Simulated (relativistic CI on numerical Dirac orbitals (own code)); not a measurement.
Cr2+: resonant inelastic scattering at the L2,3 edge

Computed with this model: Dirac-Coulomb-Breit CI, KLI orbitals optimised for each configuration, a model potential for QED, valence Slater integrals scaled by 0.8, Kramers-Heisenberg scattering through one core-hole configuration in a parametric crystal field; configurations [Ar] 3d4 → [He] 2s2 2p5 3s2 3p6 3d5; 80 K; core-hole width 0.24 eV; summed over polarisations. Incident energies are the highest absorption maxima for each field (at most a few, so the weaker spin-orbit partner edge can be absent), on the computed scale of the free ion. Intensities are in per cent of the strongest line above 0.02 eV; levels within 1 cm⁻¹ are merged; final levels count from the ground level, the first row holds all elastic scattering, lines under 0.4 are left out and each table stops after 24 rows. The scale of the Slater integrals is a model choice and moves the terms in proportion.

Field parameters in Wybourne normalisation: Oh B⁴₀ = 21Dq, B⁴₄ = √(5/14) B⁴₀. The field is a parameter set, without covalency.

S is read from ⟨S²⟩ = S(S + 1).

Oh, 10Dq = 3250 cm⁻¹:

```tsv
Final level (eV)	Degeneracy	Irrep	S	577.1 eV	577.7 eV	578.6 eV
0.000	1	A1	2.00	1093.7	345.7	310.7
0.001	3	T1	2.00	388.2	81.3	48.7
0.002	2	E	2.00	102.9	31.2	30.7
0.003	3	T2	2.00	133.1	65.3	29.0
0.004	1	A2	2.00	43.6	22.5	8.1
0.394	3	T2	2.00	73.1	89.7	51.1
0.394	3	T1	2.00	100.0	57.0	86.7
0.395	1	A1	2.00	32.6	24.8	50.2
0.414	3	T1	2.00	27.9	50.4	27.5
0.414	2	E	2.00	15.0	15.0	29.9
0.426	3	T2	2.00	18.7	24.9	16.5
1.733	1	A1	1.00	0.4	7.5	9.1
1.739	3	T1	1.00	2.3	13.6	10.2
1.744	3	T2	1.00	1.4	9.4	6.0
1.745	2	E	1.00	3.3	13.3	6.5
1.973	3	T2	1.00	1.6	3.5	5.0
1.973	3	T1	1.00	1.5	4.8	6.9
2.054	1	A1	1.00	0.9	2.4	5.3
2.078	3	T1	1.00	2.3	7.8	17.3
2.112	2	E	1.00	5.6	3.7	4.4
2.118	3	T1	1.00	3.9	6.2	5.0
2.123	3	T2	1.00	2.3	7.0	8.6
2.127	2	E	1.00	1.0	4.1	7.3
2.130	3	T2	1.00	1.4	5.8	15.6
```

Oh, 10Dq = 7350 cm⁻¹:

```tsv
Final level (eV)	Degeneracy	Irrep	S	577.3 eV	577.9 eV	578.6 eV
0.000	1	A1	2.00	437.0	158.8	205.1
0.001	3	T1	2.00	130.9	29.1	68.9
0.001	2	E	2.00	22.8	17.0	29.9
0.002	3	T2	2.00	62.7	34.1	13.4
0.003	1	A2	2.00	23.6	8.4	3.2
0.901	7		2.00	62.3	63.1	100.0
0.920	5	E+T1	2.00	9.3	26.4	10.1
0.933	3	T2	2.00	5.8	10.5	6.4
1.306	1	A1	1.00	1.5	5.3	15.7
1.317	3	T1	1.00	4.0	11.1	14.1
1.334	3	T2	1.00	4.6	6.3	10.1
1.335	2	E	1.00	3.1	5.0	7.9
1.998	3	T2	1.00	1.2	4.1	3.7
1.999	3	T1	1.00	1.0	2.6	2.5
2.075	1	A1	1.00	0.6	1.4	4.9
2.094	3	T1	1.00	1.9	3.9	3.1
2.126	3	T2	0.99	1.4	3.7	2.7
2.128	2	E	1.00	1.2	3.6	1.4
2.170	2	E	0.99	1.7	3.5	6.6
2.175	3	T1	1.00	2.0	3.9	2.2
2.184	3	T2	0.98	1.4	2.8	3.2
2.195	1	A2	1.00	0.4	0.7	0.9
2.327	3	T2	0.46	3.2	3.6	1.7
2.385	3	T2	0.79	1.1	2.8	3.1
```

For the first field the strongest loss at the lowest incident energy is the level at 0.39 eV (S = 2.00, against 2.00 in the thermal ground state). Levels of other spin, the first over 8 % at 1.73 eV, appear because spin-orbit coupling of the core hole, and in heavier ions of the valence shell too, mixes spins.
